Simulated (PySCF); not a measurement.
PySCF input file for C3H9Si, SMILES [CH2][SiH](C)C, multiplicity 2, PBE-D3(BJ)/def2-SVP. Coordinates come from a PBE-D3(BJ)/def2-SVP optimisation. The geometry has at least one imaginary mode, so it is a saddle point at that level. The isomer is the one that the SMILES or the coordinates give; other isomers of the formula were not compared.

```python
import numpy as np
from pyscf import gto, scf, dft, df
from pyscf.hessian import thermo

mol = gto.M(
    atom='''
    C    -0.14104625    1.78636807    0.39121632
    Si   -0.06696921    0.08746781   -0.36963065
    C    -1.39409688   -1.04037978    0.38543118
    C     1.63770707   -0.69405510   -0.08251145
    H    -0.40220485    2.69855931   -0.17209605
    H     0.06759352    1.95878302    1.46269829
    H    -0.31500444    0.21643208   -1.85268267
    H    -1.34542919   -2.05381389   -0.06406912
    H    -2.41161217   -0.63502631    0.21589692
    H    -1.24339971   -1.14254547    1.47988176
    H     2.44315204   -0.08365158   -0.53756556
    H     1.68134327   -1.71054682   -0.52532987
    H     1.84774687   -0.78433875    1.00327895
    ''',
    basis='def2-SVP',
    charge=0,
    spin=1,
    max_memory=1600,
    verbose=3,
)
mf = dft.UKS(mol, xc='pbe').density_fit(auxbasis='def2-universal-jkfit')
mf.disp = 'd3bj'
mf.grids.level = 3
mf.conv_tol = 1e-11
mf.max_cycle = 100
mf.kernel()
fine, coarse = mf.grids, dft.Grids(mol).set(level=1).build(with_non0tab=True)
for _ in range(3):  # follow internal instabilities
    mf.grids = coarse
    mo, _, stable, _ = mf.stability(return_status=True, nroots=4)
    mf.grids = fine
    if stable:
        break
    mf.kernel(mf.make_rdm1(mo, mf.mo_occ))

# [left out here: the lines that compute and print the analytic Hessian (its translational invariance restored by hand, since the grid's response is missing), thermochemistry and intensities]
```

Output:

```

WARN: HOMO -0.230918341429204 >= LUMO -0.230918341429203

converged SCF energy = -408.684216705943  <S^2> = 0.75330874  2S+1 = 2.003306
<class 'pyscf.df.df_jk.DFUKS'> wavefunction is stable in the internal stability analysis

WARN: DFTD3 does not support analytical Hessian, using finite difference


WARN: Mole.unit (angstrom) is changed to Bohr

Mode                                 0                   1                   2
Irrep
Freq [cm^-1]                      -44.3797            155.9855            168.1065
Reduced mass [au]                   1.0262              1.0238              1.0620
Force const [Dyne/A]               -0.0012              0.0147              0.0177
Char temp [K]                     -63.8524            224.4285            241.8678
Normal mode                   x     y     z       x     y     z       x     y     z
       0   C                 0.02  0.00 -0.00   -0.00  0.00 -0.00    0.01 -0.02  0.04
       1  Si                 0.01 -0.00  0.00    0.00  0.00  0.00    0.00 -0.01 -0.00
       2   C                -0.02 -0.00 -0.02    0.00  0.01  0.02   -0.02  0.01 -0.02
       3   C                -0.00  0.00  0.02   -0.00 -0.01 -0.02    0.01  0.02 -0.02
       4   H                -0.69 -0.10  0.15   -0.06 -0.01  0.01    0.01  0.00  0.09
       5   H                 0.65  0.10 -0.14    0.04  0.01 -0.01    0.02 -0.08  0.05
       6   H                -0.02 -0.01  0.00   -0.00 -0.00  0.00   -0.00  0.00 -0.00
       7   H                -0.03  0.01 -0.05    0.23 -0.10  0.31    0.22 -0.10  0.28
       8   H                -0.01  0.02 -0.01   -0.02 -0.17 -0.29   -0.03 -0.16 -0.39
       9   H                -0.02 -0.03 -0.02   -0.20  0.33  0.08   -0.29  0.34  0.05
      10   H                 0.00 -0.01  0.01    0.04  0.19  0.33   -0.04 -0.14 -0.34
      11   H                 0.00 -0.01  0.05    0.11  0.15 -0.40   -0.09 -0.12  0.28
      12   H                -0.01  0.02  0.03   -0.16 -0.42 -0.02    0.19  0.35 -0.03
[...]
       4   H                -0.03 -0.01  0.00   -0.01 -0.12 -0.10   -0.01 -0.00 -0.00
       5   H                 0.01  0.01 -0.00   -0.01  0.03 -0.00    0.00 -0.00 -0.00
       6   H                 0.72  0.11 -0.11    0.10 -0.63 -0.05    0.02  0.00 -0.00
       7   H                 0.04  0.10 -0.14   -0.19 -0.13  0.14   -0.31 -0.09  0.24
       8   H                 0.11  0.10 -0.15    0.04  0.10  0.06   -0.13 -0.32  0.19
       9   H                -0.21 -0.15  0.07    0.08  0.17 -0.03   -0.32 -0.24 -0.00
      10   H                 0.16 -0.07  0.10   -0.02  0.08  0.09   -0.20  0.22 -0.11
      11   H                 0.08 -0.07  0.11    0.25 -0.09  0.08   -0.30  0.01 -0.10
      12   H                -0.22  0.08 -0.00   -0.14  0.15  0.00   -0.28  0.13  0.08
Mode                                18                  19                  20
Irrep
Freq [cm^-1]                     1210.1508           1320.3984           1377.0528
Reduced mass [au]                   1.2353              1.1393              1.0511
Force const [Dyne/A]                1.0659              1.1703              1.1744
Char temp [K]                    1741.1376           1899.7593           1981.2724
Normal mode                   x     y     z       x     y     z       x     y     z
       0   C                 0.00 -0.00 -0.00   -0.00  0.09  0.04   -0.00 -0.00 -0.00
       1  Si                -0.00  0.00 -0.00    0.00 -0.01 -0.00    0.00  0.00 -0.00
       2   C                -0.05 -0.05  0.03   -0.00  0.00  0.00    0.03 -0.02  0.02
       3   C                 0.09 -0.04  0.02    0.00  0.00  0.00    0.02  0.03 -0.03
       4   H                 0.00  0.01  0.02   -0.08 -0.32 -0.56    0.00  0.00  0.00
       5   H                -0.00  0.03 -0.00    0.12 -0.64  0.12   -0.00  0.00 -0.00
       6   H                 0.00 -0.01 -0.01   -0.00  0.02 -0.01   -0.02 -0.00  0.00
       7   H                 0.24  0.08 -0.20    0.02  0.00  0.00   -0.27  0.15 -0.40
       8   H                 0.11  0.26 -0.15    0.01  0.02 -0.02   -0.08 -0.26  0.02
       9   H                 0.25  0.20  0.00    0.02 -0.01 -0.00   -0.08  0.40  0.07
      10   H                -0.26  0.28 -0.14   -0.02  0.02 -0.02   -0.13  0.22  0.00
      11   H                -0.38  0.02 -0.14   -0.02 -0.00  0.01   -0.09 -0.18  0.43
      12   H                -0.35  0.17  0.11   -0.02 -0.02  0.00   -0.01 -0.39 -0.05
Mode                                21                  22                  23
Irrep
Freq [cm^-1]                     1378.4699           1385.2016           1392.3564
Reduced mass [au]                   1.0519              1.0478              1.0465
Force const [Dyne/A]                1.1777              1.1845              1.1954
Char temp [K]                    1983.3113           1992.9967           2003.2908
Normal mode                   x     y     z       x     y     z       x     y     z
       0   C                -0.00 -0.00 -0.00    0.00 -0.01  0.00   -0.00 -0.00 -0.00
       1  Si                 0.00  0.00 -0.00   -0.00  0.01 -0.00    0.00  0.01  0.01
       2   C                 0.00 -0.03 -0.03   -0.03  0.02 -0.02   -0.00  0.02  0.03
       3   C                 0.01  0.03  0.03    0.02  0.03 -0.03    0.01  0.02  0.03
       4   H                 0.00  0.00  0.00    0.00  0.01  0.02    0.00  0.01  0.01
       5   H                -0.00  0.00 -0.00   -0.01  0.04 -0.01   -0.00  0.01 -0.00
       6   H                 0.00  0.00 -0.00    0.00 -0.01 -0.00    0.00 -0.02  0.00
       7   H                 0.28 -0.00 -0.04    0.22 -0.14  0.37   -0.30  0.00  0.02
       8   H                 0.01  0.21  0.45    0.08  0.24 -0.07   -0.02 -0.22 -0.44
       9   H                -0.35  0.16  0.04    0.11 -0.39 -0.07    0.35 -0.12 -0.04
      10   H                -0.08 -0.21 -0.44   -0.15  0.23 -0.02   -0.07 -0.23 -0.44
      11   H                 0.27  0.06 -0.03   -0.08 -0.19  0.45    0.29  0.07 -0.07
      12   H                -0.30 -0.24  0.06   -0.03 -0.43 -0.05   -0.31 -0.20  0.07
Mode                                24                  25                  26
Irrep
Freq [cm^-1]                     2138.9574           2971.3036           2971.5929
Reduced mass [au]                   1.0404              1.0351              1.0352
Force const [Dyne/A]                2.8046              5.3844              5.3856
Char temp [K]                    3077.4835           4275.0443           4275.4605
Normal mode                   x     y     z       x     y     z       x     y     z
       0   C                 0.00 -0.00  0.00    0.00  0.00  0.00   -0.00  0.00  0.00
       1  Si                 0.01 -0.00  0.03   -0.00 -0.00  0.00    0.00 -0.00  0.00
       2   C                 0.00  0.00  0.00    0.03  0.03 -0.02    0.01  0.01 -0.00
       3   C                -0.00  0.00  0.00    0.01 -0.01  0.00   -0.04  0.02 -0.01
       4   H                 0.00 -0.00  0.01    0.00 -0.00  0.00    0.00  0.00  0.00
       5   H                -0.00  0.01  0.00   -0.00  0.00 -0.00   -0.00  0.00 -0.00
       6   H                -0.16  0.08 -0.96    0.00  0.00 -0.00   -0.00  0.00 -0.00
       7   H                -0.00  0.00  0.00    0.04 -0.53 -0.25    0.01 -0.12 -0.06
       8   H                 0.00 -0.00  0.00   -0.45  0.20 -0.08   -0.11  0.05 -0.02
       9   H                -0.00 -0.00  0.00    0.09 -0.04  0.56    0.02 -0.01  0.13
      10   H                -0.00 -0.00  0.00   -0.08 -0.07  0.05    0.36  0.29 -0.21
      11   H                 0.00  0.00  0.00   -0.00  0.12  0.06    0.01 -0.53 -0.24
      12   H                 0.01 -0.00  0.00   -0.02  0.01 -0.13    0.10 -0.04  0.56
Mode                                27                  28                  29
Irrep
Freq [cm^-1]                     3057.0704           3068.6255           3069.8497
Reduced mass [au]                   1.0547              1.1023              1.1018
Force const [Dyne/A]                5.8073              6.1155              6.1174
Char temp [K]                    4398.4436           4415.0688           4416.8303
Normal mode                   x     y     z       x     y     z       x     y     z
       0   C                 0.00 -0.05 -0.03    0.00  0.00  0.00    0.00 -0.00 -0.00
       1  Si                -0.00  0.00  0.00    0.00  0.00  0.00   -0.00 -0.00 -0.00
       2   C                -0.00  0.00  0.00   -0.00 -0.03 -0.05   -0.00 -0.03 -0.06
       3   C                 0.00  0.00  0.00    0.01  0.03  0.06   -0.00 -0.03 -0.05
       4   H                -0.15  0.50 -0.33   -0.00 -0.00  0.00   -0.00  0.02 -0.01
       5   H                 0.14  0.10  0.72   -0.00 -0.00 -0.00    0.00  0.00  0.02
       6   H                 0.00 -0.00  0.00   -0.00 -0.00 -0.00    0.00 -0.00  0.01
       7   H                 0.00 -0.02 -0.01   -0.02  0.40  0.17   -0.02  0.47  0.20
       8   H                 0.01 -0.00  0.00   -0.02  0.00 -0.01   -0.03  0.00 -0.01
       9   H                -0.00  0.00 -0.01    0.06 -0.05  0.43    0.07 -0.05  0.49
      10   H                -0.01 -0.00  0.00    0.01  0.01  0.01   -0.01 -0.01 -0.00
      11   H                 0.00 -0.02 -0.01    0.02 -0.46 -0.19   -0.02  0.40  0.17
      12   H                -0.00  0.00 -0.01   -0.10  0.05 -0.50    0.08 -0.04  0.43
Mode                                30                  31                  32
Irrep
Freq [cm^-1]                     3079.0539           3079.4512           3159.6761
Reduced mass [au]                   1.1023              1.1023              1.1126
Force const [Dyne/A]                6.1573              6.1587              6.5444
Char temp [K]                    4430.0730           4430.6446           4546.0704
Normal mode                   x     y     z       x     y     z       x     y     z
       0   C                 0.00  0.00  0.00    0.00  0.00  0.00    0.02 -0.04  0.08
       1  Si                -0.00  0.00 -0.00   -0.00  0.00 -0.00    0.00 -0.00  0.00
       2   C                -0.04  0.03 -0.02   -0.05  0.04 -0.02    0.00 -0.00  0.00
       3   C                 0.03  0.05 -0.03   -0.03 -0.04  0.03   -0.00 -0.00  0.00
       4   H                 0.00 -0.01  0.00    0.00 -0.00  0.00   -0.17  0.60 -0.37
       5   H                -0.00 -0.00 -0.01   -0.00 -0.00 -0.00   -0.11 -0.10 -0.58
       6   H                 0.00 -0.00  0.00    0.00 -0.00  0.00   -0.00  0.00 -0.00
       7   H                 0.00 -0.18 -0.09    0.00 -0.23 -0.11   -0.00  0.00  0.00
       8   H                 0.46 -0.18  0.08    0.58 -0.23  0.10   -0.00  0.00 -0.00
       9   H                 0.02 -0.02  0.23    0.03 -0.02  0.29    0.00  0.00 -0.00
      10   H                -0.46 -0.35  0.26    0.36  0.27 -0.21    0.00  0.00 -0.00
      11   H                 0.02 -0.26 -0.12   -0.01  0.20  0.10   -0.00  0.00  0.00
      12   H                 0.06 -0.01  0.26   -0.04  0.01 -0.20   -0.00  0.00 -0.00
temperature 298.1500 [K]
pressure 101325.00 [Pa]
Rotational constants [GHz] 5.40402 5.34601 3.20526
Symmetry number 1
Zero-point energy (ZPE) 0.10173 [Eh]   267085.909 [J/mol]
                           tot       elec      trans        rot        vib
Entropy [J/mol/K]       337.655      5.763    162.288    107.337     62.268
Cv [J/mol/K]            105.645      0.000     12.472     12.472     80.701
Cp [J/mol/K]            113.959      0.000     20.786     12.472     80.701
Internal energy [J/mol]                      3718.434   3718.434 278193.646
Internal energy [Eh]   -408.57543  -408.68422
Enthalpy [J/mol]                             6197.391   3718.434 278193.646
Enthalpy [Eh]          -408.57448
Gibbs free energy [J/mol]                  -42188.633 -28284.106 259628.520
Gibbs free energy [Eh] -408.61283
mode   freq/cm-1   IR/(km/mol)
   1      -44.38         0.314
   2      155.99         0.000
   3      168.11         0.001
   4      198.77         0.422
   5      203.22         0.075
   6      230.98         0.908
   7      537.34        33.268
   8      581.27         3.370
   9      597.76         9.877
  10      614.42         1.684
  11      674.38         3.848
  12      720.79         5.052
  13      735.56        59.938
  14      801.43        21.341
  15      829.00        52.567
  16      866.39        98.923
  17      874.82       142.367
  18     1203.84        17.372
  19     1210.15         6.686
  20     1320.40         3.276
  21     1377.05         2.745
  22     1378.47         0.107
  23     1385.20         2.844
  24     1392.36         5.995
  25     2138.96       139.345
  26     2971.30         5.108
  27     2971.59         5.301
  28     3057.07         4.173
  29     3068.63         0.088
  30     3069.85        11.409
  31     3079.05         4.909
  32     3079.45         4.022
  33     3159.68         1.935
max |gradient| / (hartree/bohr): 4.801159724211534e-05
APT charges: [-0.3501  1.1481 -0.3186 -0.3218  0.0409  0.0276 -0.2863  0.0054  0.0142
  0.0094  0.0148  0.0069  0.0096]
```

Self-consistency was reached. The end point has an imaginary mode, so it is no minimum.
